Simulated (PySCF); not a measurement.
SMILES C=Cc1cc(ccc1)[Si](Cl)(Cl)Cl, GFN2-xTB optimised geometry.

```
19

C     -1.78    -2.49     0.00
C     -2.24    -1.25     0.00
C     -1.45    -0.02     0.00
C     -2.11     1.21     0.00
C     -1.40     2.39     0.00
C     -0.02     2.37     0.00
C      0.67     1.16     0.00
Si     2.56     1.12     0.03
Cl     3.31     2.75    -0.91
Cl     3.23     1.11     1.95
Cl     3.24    -0.55    -0.89
C     -0.06    -0.02     0.00
H     -2.45    -3.34     0.00
H     -0.73    -2.73     0.00
H     -3.31    -1.09     0.00
H     -3.19     1.23     0.00
H     -1.92     3.34     0.00
H      0.53     3.30     0.00
H      0.47    -0.96     0.00
```

Density from PBE0/def2-SVP (PySCF) at that geometry.

Minimum of the electron density along straight lines between bonded atoms, close to the bond critical point (lines longer than 1.1 times the sum of covalent radii, or with two minima, are not listed):

| bond | length / Å | ρ at the minimum / e bohr⁻³ | ∇²ρ there / e bohr⁻⁵ | position (fraction from the first atom) |
|---|---|---|---|---|
| C1–C2 | 1.327 | 0.342 | -0.92 | 0.50 |
| C2–C3 | 1.459 | 0.274 | -0.67 | 0.50 |
| C3–C4 | 1.396 | 0.307 | -0.78 | 0.50 |
| C4–C5 | 1.382 | 0.314 | -0.81 | 0.50 |
| C5–C6 | 1.383 | 0.313 | -0.80 | 0.50 |
| C6–C7 | 1.396 | 0.304 | -0.75 | 0.50 |
| C7–Si8 | 1.891 | 0.118 | 0.29 | 0.62 |
| Si8–Cl9 | 2.023 | 0.099 | 0.32 | 0.37 |
| Si8–Cl10 | 2.026 | 0.098 | 0.31 | 0.37 |
| Si8–Cl11 | 2.024 | 0.099 | 0.32 | 0.37 |
| C3–C12 | 1.393 | 0.307 | -0.78 | 0.50 |
| C7–C12 | 1.391 | 0.305 | -0.76 | 0.50 |
| C1–H13 | 1.076 | 0.284 | -1.09 | 0.63 |
| C1–H14 | 1.076 | 0.284 | -1.09 | 0.63 |
| C2–H15 | 1.083 | 0.282 | -1.07 | 0.63 |
| C4–H16 | 1.081 | 0.284 | -1.08 | 0.63 |
| C5–H17 | 1.080 | 0.284 | -1.08 | 0.63 |
| C6–H18 | 1.079 | 0.285 | -1.10 | 0.63 |
| C12–H19 | 1.079 | 0.286 | -1.10 | 0.63 |
